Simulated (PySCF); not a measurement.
## Vibration and rotation of NaSr

ROHF-CCSD(T) constants of NaSr, ²Σ⁺ (doublet), unpaired electrons σ ↑ (Na def2-SVP, Sr def2-SVP with ECP28; scalar-relativistic core potentials (PySCF 2.14); masses 22.9898 and 87.9056 u):

| Quantity | Value |
| --- | --- |
| ωe | 71.5 cm⁻¹ |
| ωexe | 1.5 cm⁻¹ |
| Be | 0.058573 cm⁻¹ |
| αe | 0.00106 cm⁻¹ |
| De to Na + Sr | 0.158 eV |

Problem. What force constant and bond length do these constants imply?

Solution. Reduced mass μred = 18.224 u; k = 5.8918×10⁻⁷·μred·ωe² (u, cm⁻¹, mdyn/Å) = 0.0549 mdyn/Å; Re = √(16.8576/(μred·Be)) (u, cm⁻¹, Å) = 3.974 Å.

Problem. Estimate the centrifugal constant D from the Kratzer relation and find the Dunham coefficient a1.

Solution. D = 4Be³/ωe² = 1.57e-07 cm⁻¹; a1 = −1 − αeωe/(6Be²) = -4.68.

Correlated steps freeze 1 core orbital. The bond is weak. Basis-set superposition, not corrected here, can be much of De in a small basis, most of all at correlated wavefunction levels. Spin–orbit coupling is left out. The state was picked by a PBE0 search and need not be the measured ground state.
